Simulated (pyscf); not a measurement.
# •H₂C–CH₂–GeH₃ (SMILES [CH2][CH2][GeH3]), doublet

Gas-phase minimum from PySCF at ωB97X-D3(BJ)/def2-SVP, one conformer. •H₂C–CH₂–GeH₃ lies 25.0 kcal/mol over its isomer H₃C–GeH•–CH₃ (electronic energy, ωB97M-D3(BJ)/def2-TZVP). 

```xyz
10

C     -0.6268    -2.0793    -1.2821
C     -0.7389    -1.2488    -0.0627
Ge     0.6117     0.1980    -0.0708
H     -1.1199    -1.7762    -2.2103
H      0.0896    -2.9045    -1.3311
H     -1.7245    -0.7613     0.0203
H     -0.5708    -1.8338     0.8567
H      0.4008     1.0872    -1.3079
H      2.0200    -0.4177    -0.1289
H      0.4896     1.0622     1.2001
```
Charge 0, spin multiplicity 2.

Bonded distances (Å): C1–C2 1.480, C1–H4 1.094, C1–H5 1.094, C2–Ge3 1.979, C2–H6 1.103, C2–H7 1.103, Ge3–H8 1.538, Ge3–H9 1.538, Ge3–H10 1.542. Angles (°): C2–C1–H4 120.6, C2–C1–H5 120.7, H4–C1–H5 117.8, C1–C2–Ge3 110.8, C1–C2–H6 112.2, C1–C2–H7 112.2, Ge3–C2–H6 106.7, Ge3–C2–H7 106.7, H6–C2–H7 107.9, C2–Ge3–H8 109.4, C2–Ge3–H9 109.4, C2–Ge3–H10 110.6, H8–Ge3–H9 109.1, H8–Ge3–H10 109.2 (the first ones only).

Properties at ωB97X-D3(BJ)/def2-SVP:

```yaml
harmonic_wavenumbers_unscaled: 141, 206, 208, 485, 500, 525, 649, 744, 854, 902, 907, 963, 1103, 1150, 1242, 1430, 1470, 2162, 2182, 2184, 3077, 3145, 3171, 3286 cm⁻¹
zero_point_energy: 46.7 kcal/mol
rotational_symmetry_number: 1
Entropy of this conformer at 298 K and 1 atm, rigid rotor and harmonic oscillator, modes under 100 cm⁻¹ raised to 100: 317.5 J/(mol K)
dipole_moment: 0.37 D
Spin expectation value S2: 0.754
```

Single-point totals, which compare only within one level:

```
level                   total energy (hartree)
----------------------  ----------------------
ωB97X-D3(BJ)/def2-TZVP             -2157.39103
PBE/def2-TZVP                      -2156.94435
r²SCAN/def2-TZVP                   -2157.32457
B3LYP-D3(BJ)/def2-TZVP             -2157.45058
PBE0-D3(BJ)/def2-TZVP              -2157.02443
M06-2X/def2-TZVP                   -2157.33253
ωB97M-D3(BJ)/def2-TZVP             -2157.41900
```

Soft torsions are taken as harmonic, which can shift the entropy by several J/(mol K). Elements up to Kr have no core potential and no relativistic terms here.
